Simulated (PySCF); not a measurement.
# P²⁺ (phosphorus, charge +2) across methods

[Ne] 3s2 3p1, 2P determinant. Calculation: PySCF 2.14, in aug-cc-pwCVTZ (8s7p5d3f, 75 functions); no relativity, point nucleus.

| method | E (hartree) | mean ε 3s α (eV) | mean ε 3s β (eV) | mean ε 3p α (eV) | Σ⟨r²⟩ (bohr²) | ⟨S²⟩ |
| --- | --- | --- | --- | --- | --- | --- |
| PBE0 | -340.0274 | -35.916 | -34.403 | -26.373 | 13.93 | 0.755 |
| PBE | -339.9992 | -34.253 | -33.113 | -24.958 | 13.93 | 0.754 |
| PBEsol | -339.4152 | -34.211 | -33.051 | -24.849 | 13.93 | 0.753 |
| B97-3 | -340.1251 | -35.942 | -34.472 | -26.282 | 13.89 | 0.754 |
| PW91 | -340.1410 | -34.326 | -33.188 | -25.025 | 13.92 | 0.754 |
| r2SCAN | -340.1220 | -34.587 | -33.247 | -25.412 | 13.95 | 0.759 |
| UHF | -339.64825 | -40.056 | -37.072 | -29.983 | 14.10 | 0.764 |
| LDA | -338.8856 | -34.327 | -33.256 | -24.807 | 13.92 | 0.752 |

(1) Estimate the same row for TPSSh.

Answers

(1) E (hartree) = -340.1720; mean ε 3s α (eV) = -35.159; mean ε 3s β (eV) = -33.646; mean ε 3p α (eV) = -25.818; Σ⟨r²⟩ (bohr²) = 13.92; ⟨S²⟩ = 0.756.
